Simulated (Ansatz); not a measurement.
Reactions of C$_{3}$H$_{6}$S, SMILES `C=CCS`.

Computed with Ansatz on PBE0-D4/def2-TZVP structures; ΔE is electronic, products minus reactants. CCSD(T)/CBS is the MP2 limit (def2-TZVPP, def2-QZVPP) plus CCSD(T) − MP2 in def2-TZVPP, frozen cores. This one scheme is used for every species. Functionals use def2-TZVPP. For Ge outer-core shells are correlated without core-valence functions, which leaves a few kJ/mol of doubt a bond. Scalar relativity is left out up to krypton. One conformer a species, not always the lowest.

```
                                         reaction  CCSD(T)/CBS(def2) (eV)
              `C=CCS` + `OC=S` → `S=COCS` + `C=C`                    0.44
         `C=CCS` + `OB(O)O` → `C=COB(O)O` + CH₃SH                       ?
          `C=CCS` + GeH₄ → `S[CH2][GeH3]` + `C=C`                   -0.15
              `C=CCS` + `BNB` → `BN(B)CC=C` + H₂S                       ?
`C=CCS` + `C[SiH](O)F` → `C=C[Si](C)(O)F` + CH₃SH                   -0.42
                    `C=CCS` + H–F → `C=CCF` + H₂S                    0.38
```

Task: Fill in the missing values. (Estimate.)

Result: Ansatz gave: `C=CCS` + `OB(O)O` → `C=COB(O)O` + CH₃SH: +0.40 eV; `C=CCS` + `BNB` → `BN(B)CC=C` + H₂S: +0.15 eV.

Largest T1 diagnostic: 0.018, for `OC=S`.
